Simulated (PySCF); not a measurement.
A structure optimised at PBE0-D3(BJ)/def2-SVPD, used in a PySCF frequency run:

```
Pb
I 1 2.9583
I 1 2.9583 2 100.95
I 1 2.9583 2 100.95 3 103.57
```
Charge -1, spin multiplicity 1.

### Question
Write its SMILES and formula.

### Answer
[I][Pb-]([I])[I], I3Pb

### Question
What are its rotational constants (standard atomic weights)?

### Answer
0.32308, 0.32308, 0.19120 GHz
